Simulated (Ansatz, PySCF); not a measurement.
Energy difference 3 R1 + R2 → P1 + 2 P2 + P3, each structure at its B3LYP-D3(BJ)/def2-TZVP stationary point, reached from a drawn start (curvature not checked).
P1: CH4 (SMILES C), charge 0, multiplicity 1.
R1: H2 (SMILES [H][H]), charge 0, multiplicity 1.
P2, HCl (SMILES Cl) (charge 0, multiplicity 1):
| atom | x (Å) | y (Å) | z (Å) |
|---|---|---|---|
| Cl | 0.0000 | 0.0000 | 0.6410 |
| H | 0.0000 | 0.0000 | -0.6410 |
P3: SiH4 (SMILES [SiH4]), charge 0, multiplicity 1.
R2: CH4Cl2Si (SMILES C[SiH](Cl)Cl), charge 0, multiplicity 1.

P less R. No zero-point or thermal terms.

Cores are frozen in the correlated methods. CBS(a, b) extrapolates the correlation energy as X⁻³ and adds the Hartree–Fock energy of set b.

The values were computed with Ansatz (a first-principles code); PySCF for the D3/D4 terms. All values are computed, each at the level named.

**Question.** Give the reaction energy at the level B3LYP/def2-TZVPP.

**Answer.** 112 kJ/mol

**Question.** Give the reaction energy at the level r2SCAN-D4/def2-TZVPP.

**Answer.** 150 kJ/mol

**Question.** What reaction energy does CCSD(T)/CBS(cc-pV(T+d)Z, cc-pV(Q+d)Z) give?

**Answer.** 143 kJ/mol
